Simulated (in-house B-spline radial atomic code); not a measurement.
# Co⁷⁺: [Ar] 3d1 5f1 (an excited or competing configuration)

Computed with a radial B-spline atomic code at the basis-set limit: Dirac-Hartree-Fock, average of configuration, Fermi nucleus of rms radius 3.7875 fm.

Screening seen three ways: the hydrogenic charge with the same mean radius, Z_r = [3n² - l(l+1)]/(2<r>), the one with the same energy, Z_e = n√(-2ε), and Slater's rules. Values are occupation-weighted means over j.

```
shell  electrons   ε (eV)  <r> (bohr)    Z_r    Z_e  Slater
   1s          2  -7957.2     0.05617  26.70  24.18   26.70
   2s          2    -1147      0.2533  23.68  18.36   22.85
   2p          6  -1004.1      0.2237  22.35  17.18   22.85
   3s          2  -283.75      0.7174  18.82  13.70   15.75
   3p          6  -236.82      0.7325  17.06  12.52   15.75
   3d          1  -176.99      0.7219  14.55  10.82    9.00
   5f          1  -35.944       3.751   8.40   8.13    8.00
```

The least bound orbital is 5f7/2 at -35.94 eV, and it is also the most diffuse (<r> = 3.751 bohr).

Spin-orbit splittings of the orbital energies (j = l + 1/2 above j = l - 1/2 when positive): 2p 15.04 eV, 3p 2.401 eV, 3d 0.3242 eV, 5f 0.001125 eV.

For the 1s electron the small component carries 0.945 % of the norm, the zero-frequency Breit interaction raises the level by 9.487 eV, self-energy by 4.691 eV, and vacuum polarisation lowers it by 0.4085 eV.
